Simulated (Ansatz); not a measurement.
This geometry of C$_{2}$H$_{10}$BFSi$_{2}$ (16 atoms, charge 0, multiplicity 1) is a first-order saddle point.

Method: RKS LDA/def2-SVP (Ansatz).

```xyz
16
Properties=species:S:1:pos:R:3
C -0.894 -0.828 1.596
B -0.269 0.211 0.613
C 1.251 0.340 0.406
Si 1.294 -0.829 -1.095
Si -1.286 1.406 -0.633
F -0.169 1.841 -1.766
H -0.624 -1.855 1.247
H -1.997 -0.800 1.702
H -0.430 -0.740 2.605
H 1.606 1.315 0.011
H 1.917 -0.064 1.198
H 1.847 -2.164 -0.670
H 2.079 -0.260 -2.241
H -0.120 -1.088 -1.572
H -1.770 2.685 0.015
H -2.458 0.807 -1.372
```

(1) Which two structures does it join? (They come from a converged band through this point; their orientation in space is the band's.)

(2) How far does it lie above each of them?

Answers

(1) No bond is made or broken. The dihedral H7–C1–B2–Si5 goes from 162 to 34°. The two ends are copies of one structure, up to a mirror image or an exchange of like atoms.

Image 0:

```xyz
16
Properties=species:S:1:pos:R:3
C -0.841 -0.890 1.559
B -0.195 0.156 0.603
C 1.318 0.226 0.336
Si 1.159 -0.868 -1.214
Si -1.205 1.520 -0.467
F -0.140 1.944 -1.654
H -0.179 -1.743 1.824
H -1.835 -1.270 1.241
H -1.027 -0.332 2.512
H 1.721 1.194 -0.024
H 1.992 -0.281 1.059
H 1.648 -2.259 -0.914
H 1.872 -0.281 -2.397
H -0.311 -0.995 -1.566
H -1.526 2.786 0.296
H -2.474 1.070 -1.150
```

Image 8:

```xyz
16
Properties=species:S:1:pos:R:3
C -0.880 -0.883 1.539
B -0.266 0.170 0.572
C 1.249 0.394 0.429
Si 1.352 -0.807 -1.046
Si -1.313 1.346 -0.672
F -0.194 1.819 -1.788
H -1.791 -1.395 1.162
H -1.216 -0.297 2.431
H -0.156 -1.638 1.919
H 1.578 1.377 0.034
H 1.904 0.012 1.240
H 1.942 -2.117 -0.600
H 2.120 -0.224 -2.196
H -0.055 -1.106 -1.523
H -1.841 2.609 -0.027
H -2.456 0.715 -1.431
```

(2) 0.6 kcal/mol above the first and 0.6 kcal/mol above the second. This is the barrier of this one path; another mechanism may lie lower.

Run time: 57 s on 2 threads of AMD EPYC 9R14 (Zen 4), on a shared host, peak memory 0.21 GiB.
